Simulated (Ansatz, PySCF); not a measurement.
This Ansatz (an electronic-structure program) input computes a CCSD(T)/cc-pVDZ energy:

Ansatz 0.2 input:
```yaml
crystal:
  periodic: [false, false, false]
  atoms:
    - {symbol: N, position_ang: [-1.05680351, 0.25284490, -0.05704666]}
    - {symbol: C, position_ang: [0.37648253, 0.45507724, -0.05035200]}
    - {symbol: O, position_ang: [1.00952981, -0.60916002, 0.00889062]}
    - {symbol: H, position_ang: [-1.36052142, -0.66151563, 0.30999442]}
    - {symbol: H, position_ang: [-1.57698767, 1.03441814, 0.32031923]}
basis:
  gaussian:
    orbitals: cc-pVDZ
total_charge: -1
magnetization: {spin_polarized: false}
correlation: {method: ccsd_t, electrons: outside_noble_gas}
```

Problem. Write an input for the same energy in PySCF and say what it gives.

Solution. 
```python
from pyscf import gto, scf, mp, cc as ccmod

mol = gto.M(
    atom='''
    N    -1.05680351    0.25284490   -0.05704666
    C     0.37648253    0.45507724   -0.05035200
    O     1.00952981   -0.60916002    0.00889062
    H    -1.36052142   -0.66151563    0.30999442
    H    -1.57698767    1.03441814    0.32031923
    ''',
    basis='cc-pvdz',
    charge=-1,
    spin=0,
    verbose=4,
)

mf = scf.RHF(mol)
mf.conv_tol = 1e-10
mf.max_cycle = 100
mf.kernel()
mp2 = mp.MP2(mf, frozen=3).run()
cc = ccmod.CCSD(mf, frozen=3)
cc.max_cycle = 100
cc.kernel()
et = cc.ccsd_t()
print(f'E(CCSD(T)) = {cc.e_tot + et:.9f}')
```
It gives -168.79485 Eh, and Ansatz -168.79484 Eh, a difference of 0.01 mEh.

It need not be the lowest isomer of its formula. Whether it binds its extra electron was not tested at this geometry.
